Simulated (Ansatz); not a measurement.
**doublet B: levels of theory in one basis**

A single B atom.

Basis set: cc-pVTZ (spherical functions). Frozen core: 1 orbital. Correlation on ROHF uses semicanonical orbitals with singles. Charge 0, multiplicity 2.

Computed with Ansatz (development build ahead of 0.2.0); each method stands on the lowest determinant of its kind that the runs found.

```csv
method,E − E(ROHF) (eV),<S²> of the determinant
ROHF,0.00,0.75
UHF,-0.11,0.76
ROHF-MP2,-1.31,–
UHF-MP2,-1.31,0.76
ROHF-CCSD,-1.86,–
UHF-CCSD,-1.87,0.76
ROHF-CCSD(T),-1.90,–
UHF-CCSD(T),-1.90,0.76
UHF-BCCD(T),-1.90,0.76
ROHF-CCSDT,-1.91,–
UHF-CCSDT,-1.91,0.76
```

(1) Is a single determinant a sound starting point here?

Answers

(1) By this sign, yes. Unrestricted orbitals gain 0.11 eV and <S²> is 0.76 against 0.75 for a pure state.
